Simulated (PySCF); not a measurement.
Compound: C8H14OSi.
SMILES with atom numbers: `[CH2:1]=[C:2]([CH3:3])[C@@H:4]1[CH2:5][SiH2:6][C@@H:7]1[C:8]([CH3:9])=[O:10]`

Geometry (GFN2-xTB, Å), atoms numbered from 1 in this order:
```xyz
24
C8H14OSi angstrom
C     -1.7049   -0.8692    1.4921
C     -1.4246   -0.5073    0.2478
C     -1.7164   -1.4016   -0.9150
C     -0.7578    0.8196   -0.0099
C     -0.6430    1.3357   -1.4584
Si     1.0953    2.0200   -1.0972
C      0.7465    0.8501    0.4039
C      1.4542   -0.4314    0.1656
C      2.2548   -0.9619    1.3305
O      1.4239   -1.0026   -0.9044
H     -1.4962   -0.2285    2.3337
H     -2.1527   -1.8211    1.7220
H     -0.7885   -1.6609   -1.4236
H     -2.3736   -0.9030   -1.6269
H     -2.1979   -2.3164   -0.5782
H     -1.2659    1.5780    0.5930
H     -1.4471    2.0063   -1.7537
H     -0.6031    0.5207   -2.1753
H      1.1574    3.4204   -0.6745
H      2.2066    1.6364   -1.9551
H      0.9022    1.2008    1.4220
H      2.9121   -0.1860    1.7173
H      1.5668   -1.2515    2.1235
H      2.8402   -1.8268    1.0285
```

NICS is the negative of the GIAO shielding at a point without a nucleus: at the ring centre (0) and 1 Å above and below it (1); zz is the component along the ring normal. Level: GIAO PBE0/pcSseg-1 (PySCF, non-relativistic, gas phase) on the GFN2-xTB geometry, one conformer.

Ring bond lengths (Å), with Mayer bond orders in brackets: C4–C5 1.542 (0.99), C5–Si6 1.903 (0.95), Si6–C7 1.935 (0.84), C7–C4 1.561 (0.96).

Question: Give the NICS values of each ring in ppm.

Answer: 
```json
{"ring": "C4–C5–Si6–C7", "type": "4-membered ring with Si; formal bonds all single", "NICS(0)": "-0.6", "NICS(1), two faces": "0.9 / -1.6", "NICS(1)zz, two faces": "4.8 / 2.7", "rms pucker (Å)": "0.12", "centre to ring atoms, mean (Å)": "1.22"}
```

Question: What can be read from them?

Answer: 
- C4–C5–Si6–C7: mean NICS(1)zz 3.7 ppm, deshielded. C4, C5, Si6, C7 have four or more neighbours; no verdict on aromaticity is drawn.
